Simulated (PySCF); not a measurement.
## Correlation energy of Br(2+) (bromine, charge +2)

[Ar] 3d10 4s1 4p3 4d1, high-spin 6D determinant (an excited configuration). Calculation: PySCF 2.14, in aug-cc-pVTZ-PP with ECP10MDF; a scalar-relativistic core potential. Frozen: 3s2 3p6 3d10; 5 electrons correlated.

| level | correlation energy (mhartree) |
| --- | --- |
| CCSD | -33.61 |
| (T) | -0.30 |
| CCSD(T) | -33.91 |

Diagnostics: T1 = 0.0025, D1 = 0.0044, largest double amplitude 0.029.

**Question.** Is a single reference adequate?

**Answer.** Yes, within this model without spin-orbit coupling: T1 lies below 0.03 and no double amplitude reaches 0.07.
